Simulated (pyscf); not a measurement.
HN=Si(NH₂)–NH₂ (SMILES N=[Si](N)N), singlet

Gas-phase minimum from PySCF at ωB97X-D3(BJ)/def2-SVP, one conformer. 

SMILES: N=[Si](N)N
```xyz
9

N     -0.7075    -0.9990     1.3272
Si    -0.6881    -0.1051     0.0163
N      0.5647     0.3661    -1.0393
N     -2.1298     0.5846    -0.5541
H      0.0711    -1.5125     1.7205
H      0.4309     0.8511    -1.9182
H      1.5271     0.0934    -0.8812
H     -2.9979     0.4176    -0.0596
H     -2.1975     1.3028    -1.2625
```

Bonds (Å): N1–Si2 1.587, N1–H5 1.012, Si2–N3 1.705, Si2–N4 1.697, N3–H6 1.013, N3–H7 1.013, N4–H8 1.013, N4–H9 1.011. Bond angles (°): Si2–N1–H5 126.7, N1–Si2–N3 132.6, N1–Si2–N4 119.8, N3–Si2–N4 107.7, Si2–N3–H6 124.9, Si2–N3–H7 121.8, H6–N3–H7 113.0, Si2–N4–H8 119.8, Si2–N4–H9 125.5, H8–N4–H9 113.7.

Properties at ωB97X-D3(BJ)/def2-SVP:

Harmonic wavenumbers, unscaled: 101, 280, 295, 300, 316, 333, 424, 504, 545, 735, 797, 858, 964, 1244, 1532, 1551, 3641, 3651, 3712, 3744, 3757 cm⁻¹
Zero-point energy: 41.9 kcal/mol
Rotational symmetry number: 1
Entropy of this conformer at 298 K and 1 atm, rigid rotor and harmonic oscillator, modes under 100 cm⁻¹ raised to 100: 322.9 J/(mol K)
Dipole moment: 4.11 D

Single-point totals, which compare only within one level (frozen core for MP2 and CC):

```tsv
level	total energy (hartree)
ωB97X-D3(BJ)/def2-TZVP	-456.96580
PBE/def2-TZVP	-456.54304
r²SCAN/def2-TZVP	-456.77462
B3LYP-D3(BJ)/def2-TZVP	-456.92685
PBE0-D3(BJ)/def2-TZVP	-456.58122
M06-2X/def2-TZVP	-456.80337
ωB97M-D3(BJ)/def2-TZVP	-456.98110
HF/def2-TZVPP	-455.32806
MP2/def2-TZVPP	-456.07820
CCSD/def2-TZVPP	-456.09955
CCSD(T)/def2-TZVPP	-456.13174
```

Soft torsions are taken as harmonic, which can shift the entropy by several J/(mol K). The CCSD(T) − MP2 part came from Ansatz, without density fitting, on the same reference.
